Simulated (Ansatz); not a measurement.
Reaction (redistribution): `[NH2][Hf]([NH2])([NH2])[F]` + `C[N](C)[In]([CH3])[O][SiH3]` → `C[N](C)[Hf]([NH2])([NH2])[F]` + `[CH3][In]([NH2])[O][SiH3]`

Isolated molecules relaxed with PBE0-D4/def2-TZVP in Ansatz; ΔE leaves out vibrations. CCSD(T)/CBS is the MP2 limit (def2-TZVPP, def2-QZVPP) plus CCSD(T) − MP2 in def2-TZVPP, frozen cores. Functionals use def2-TZVPP. HSE06 is defined as in plane-wave codes. Elements past krypton have def2 core potentials. For Hf, In outer-core shells are correlated without core-valence functions, which leaves a few kJ/mol of doubt a bond. Each species was taken in one conformer, which may not be the lowest.

**Question.** Is it downhill or uphill in electronic energy at CCSD(T)/CBS, and by how much? (Estimate.)

**Answer.** Computed: Downhill: ΔE = -5.2 kJ/mol.

**Question.** What do these levels give: PBE-D4, B2PLYP, PBE-QIDH, PBE, revPBE, r2SCAN, PBE0, HSE06, BHLYP, LC-ωPBE, HF/CBS(def2), CCSD/CBS(def2)? (Best estimate.)

**Answer.** The calculation gave: PBE-D4 -8.3, B2PLYP -8.0, PBE-QIDH -8.7, PBE -9.3, revPBE -10.2, r2SCAN -8.7, PBE0 -8.2, HSE06 -8.3, BHLYP -5.5, LC-ωPBE -5.5, HF/CBS(def2) -2.6, CCSD/CBS(def2) -4.0 kJ/mol.

Largest T1 diagnostic among the species: 0.015.

In def2-TZVPP, CCSD(T) changes the Hartree–Fock value by −5.6 kJ/mol (the triples alone add −1.2 kJ/mol) and MP2 by −7.1 kJ/mol. Leaving LDA and LC-ωPBE aside and taking each functional with its dispersion term where it has one, the values, not all of them listed here, spread over 4.5 kJ/mol, from PBE-QIDH to BHLYP-D4.
